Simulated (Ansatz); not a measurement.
BiH3 (SMILES [BiH3]) moved off its minimum; all values from Ansatz (an electronic-structure program), cores frozen in correlated methods. Elements past Kr take the def2 small-core potentials, without spin–orbit coupling.
(charge 0, multiplicity 1)
```xyz
4

Bi     0.1331    -0.1715    -0.0914
H     -1.4862    -0.2454    -1.0823
H      0.8277    -1.1949    -1.1110
H      0.3423     1.3902    -0.8337
```

Forces at HF/def2-TZVPP (eV/Å):

| atom | Fx | Fy | Fz |
|---|---|---|---|
| Bi1 | -3.231 | 1.601 | 1.903 |
| H2 | 1.019 | -0.144 | 0.860 |
| H3 | 1.650 | -1.678 | -2.347 |
| H4 | 0.562 | 0.221 | -0.416 |

Give the forces (eV/Å), the total energy and the dipole at CCSD(T)/def2-TZVPPD.


```csv
atom,Fx,Fy,Fz
Bi1,-2.976,1.468,2.520
H2,0.780,-0.109,0.609
H3,1.693,-1.849,-2.538
H4,0.502,0.490,-0.591
```
Energy -215.4118 hartree, dipole 1.01 D.
